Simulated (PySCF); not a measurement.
A structure optimised at PBE0-D3(BJ)/def2-SVP, used in a PySCF frequency run:

```
C
H 1 1.1058
H 1 1.1058 2 103.78
C 1 1.5228 2 111.32 3 119.84
H 4 1.1003 1 111.78 2 -57.63
H 4 1.1006 5 107.50 1 122.60
H 4 1.1006 5 107.50 6 114.81
B 1 1.5613 2 106.87 3 -112.74
F 8 1.3226 1 122.61 2 -124.69
F 8 1.3233 9 115.98 1 180.00
```
Charge 0, spin multiplicity 1.

**Question.** Write its SMILES, formula and point group.

**Answer.** CCB(F)F, C2H5BF2, Cs

**Question.** What are its rotational constants (standard atomic weights)?

**Answer.** 8.8891, 3.4511, 2.5642 GHz
